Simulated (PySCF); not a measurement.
# Correlation energy of N (nitrogen, neutral)

[He] 2s2 2p3, high-spin 4S determinant. Computed with PySCF 2.14 in def2-TZVPPD, with the non-relativistic Hamiltonian (point nucleus). Frozen: 1s2; 5 electrons correlated.

| level | correlation energy (mhartree) |
| --- | --- |
| CCSD | -111.40 |
| (T) | -2.38 |
| CCSD(T) | -113.78 |
| CCSDT | -114.14 |

Diagnostics: T1 = 0.0066, D1 = 0.0136, largest double amplitude 0.034.

Cost of the coupled-cluster step: roughly 0.7 core-seconds, for 5 correlated electrons.
